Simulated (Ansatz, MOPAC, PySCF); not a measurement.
Torsion H4–C1–C2–Si3 in C2H8Si (SMILES CC[SiH3]); at each angle all else is relaxed with GFN2-xTB, and the levels are single points there.
Geometry at 60° (charge 0, multiplicity 1):
```xyz
11

C     -1.28484     0.57247    -0.16166
C     -0.33988    -0.60887     0.02897
Si    -1.24815    -2.27584     0.14724
H     -1.97982     0.64712     0.67223
H     -0.73190     1.50897    -0.22684
H     -1.86473     0.45748    -1.07514
H      0.36914    -0.63387    -0.80122
H      0.25277    -0.44714     0.93182
H     -2.17731    -2.24697     1.27935
H     -1.99774    -2.51275    -1.08884
H     -0.26619    -3.34450     0.34165
```

On the grid 0° to 120°, 120° is the highest and 60° the lowest point at MP2/CBS(cc-pV(T+d)Z, cc-pV(Q+d)Z) + ΔCCSD(T)/cc-pV(T+d)Z.

Cores are frozen in the correlated methods. Rows in 6-311+G**, LANL2DZ carry no dispersion term and start afresh at each structure. LANL2DZ brings its own core potentials from Na on. The state reached by AM1, PM7 isn't checked; PM7 holds dispersion and hydrogen-bond terms.

The values were computed with Ansatz (an electronic-structure program) with Gaussian orbitals; MOPAC for AM1, PM7 (differences of heats of formation); PySCF for 6-311+G** rows, LANL2DZ rows, the dispersion terms. 

| level | energy at 120° less that at 60° (kcal/mol) |
|---|---|
| AM1 | 1.17 |
| PM7 | 1.30 |
| PBE-D4/def2-TZVPP | 2.40 |
| BLYP-D4/def2-TZVPP | 2.40 |
| B3LYP/6-311+G** | 2.53 |
| B3LYP/LANL2DZ | 2.42 |
| PBE0-D3(BJ)/def2-TZVPP | 2.52 |
| MP2/cc-pV(D+d)Z | ? |
| CCSD/cc-pV(T+d)Z | ? |

### Question
Fill in the missing entries.

### Answer

- MP2/cc-pV(D+d)Z, energy at 120° less that at 60° (kcal/mol): 2.98
- CCSD/cc-pV(T+d)Z, energy at 120° less that at 60° (kcal/mol): 2.64
